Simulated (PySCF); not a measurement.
Here is a computed GFN2-xTB geometry (Å):
```
atom  x, y, z in Å
C1    -0.461    2.196    1.495
C2    -0.480    1.208    0.794
C3    -0.547    0.074    0.004
C4    -1.227   -1.118    0.462
C5     0.124    0.076   -1.318
F6    -0.292   -0.941   -2.112
C7     1.465   -0.164   -0.764
C8     2.558   -0.437   -0.347
H9    -0.454    3.060    2.102
H10   -2.178   -1.181   -0.092
H11   -0.702   -2.027    0.151
H12   -1.440   -1.116    1.528
H13    0.090    1.013   -1.888
H14    3.544   -0.644   -0.036
```

Charge +1, singlet.

(1) Read off the bonds between heavy atoms and their formal orders.

(2) Give the structure as a SMILES string.

(3) Name the point group.

(4) Classify the heavy atoms.

(5) What is the arrangement about C2?

(6) What is the arrangement about C8?

Results:

(1) C1–C2 1.21 Å (triple); C2–C3 1.38 Å (single); C3–C4 1.45 Å (single); C3–C5 1.48 Å (single); C5–F6 1.36 Å (single); C5–C7 1.47 Å (single); C7–C8 1.20 Å (triple). Bonds to hydrogen (Å): C1–H9 1.06; C4–H10 1.10; C4–H11 1.09; C4–H12 1.09; C5–H13 1.10; C8–H14 1.05. The orders are those of one drawing; other resonance forms can be drawn.

(2) `C#C[C+](C)[C@H](F)C#C`, [C7H6F]+. Among its features: alkyne and C–F bond.

(3) C1 (no symmetry element, even within 0.4 Å).

(4) C1: carbon bonded to C and H; C2: carbon bonded to 2 C; C3: carbon bonded to 3 C; C4: methyl carbon; C5: sp3 C–F carbon; F6: alkyl fluorine; C7: alkyne carbon; C8: terminal alkyne carbon.

(5) It has 2 neighbours (C1, C3) and is linear (angle 178.0°).

(6) It has 2 neighbours (C7, H14) and is almost linear (angle 176.2°).
